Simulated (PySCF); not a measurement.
Computed properties of Te(Br)(OMe) (CH₃BrOTe), SMILES CO[Te]Br

Te(Br)(OMe) (CH3BrOTe), SMILES CO[Te]Br. The structure is a stationary point at B3LYP-D3(BJ)/def2-SVP. The structure was generated by enumeration, and PubChem lists no compound with its InChIKey, so it may never have been made. The def2 effective core potentials stand for the cores of Te; spin–orbit coupling is left out. One conformer was computed; it need not be the lowest. All values are computed for the isolated molecule unless a solvent is named; none is compared with measurement here.

**Structure.** All 15 harmonic modes at B3LYP-D3(BJ)/def2-SVP (PySCF) are real, so it is a minimum. With heavy atoms numbered as in [Te:1]([Br:2])[O:3][CH3:4], the shortest bond between them is O3–C4 at 1.418 Å and the longest Te1–Br2 at 2.551 Å.

**Vibrations.** The strongest infrared lines (harmonic, unscaled, degenerate partners summed) lie at 1062 cm⁻¹ (125 km/mol, O 50 %, C 46 %), 2994 cm⁻¹ (61 km/mol, H 98 %), 553 cm⁻¹ (38 km/mol, O 75 %, Te 11 %). The softest mode is at 72 cm⁻¹ and the zero-point energy is 26.4 kcal/mol.

**Electronic structure.** ωB97X/def2-TZVP (PySCF) places the frontier levels at -8.67 and -0.68 eV, a gap of 7.99 eV, and gives a dipole moment of 1.96 D and a mean polarisability of 72.8 bohr³. PBE/def2-TZVP (PySCF) at the same geometry gives -5.30 and -3.41 eV, so its gap is 6.10 eV narrower. An orbital gap is neither the optical nor the fundamental gap.

**Excitations.** TDA-CAM-B3LYP/def2-SVPD (PySCF) has S1 at 2.28 eV (543 nm, f = 0.001, dark); the most intense of the 10 singlets computed lies at 5.97 eV (f = 0.08). T1 (TDA) is at 1.58 eV, 0.70 eV under S1. TDA-PBE/def2-SVPD (PySCF) puts S1 at 2.14 eV.
